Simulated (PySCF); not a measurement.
## Exercise with solution: oscillator strength and radiative lifetime

C4H4O2, SMILES Oc1ccco1.

Geometry: PBE0-D3(BJ)/def2-SVP. The values are those of a single conformer.

TDA-PBE/def2-SVPD (PySCF 2.14.0) puts the first singlet state with f over 0.02 at 6.02 eV (vertical), with the transition dipole (0.539, -0.895, 0.000) in atomic units.

### Question
Find the oscillator strength, the wavelength and the radiative lifetime that this transition would have in vacuum if emission retraced absorption.

### Answer

|μ|² = 1.0915 au, so |μ| = 2.66 D. ΔE = 6.02/27.211 = 0.2212 hartree. f = (2/3) ΔE |μ|² = 0.161 (the program prints 0.161).
λ = 1239.84/6.02 = 206 nm; ν = 48555 cm⁻¹.
Einstein's coefficient A = 0.6670 ν² f s⁻¹ (ν in cm⁻¹) = 2.5e8 s⁻¹, so τ = 1/A = 4.0 ns. This state is S3; the lower singlets have f = 0.000, 0.004. The figure is the radiative limit of this one transition; relaxation, internal conversion, crossing to triplets and a medium change what is measured.
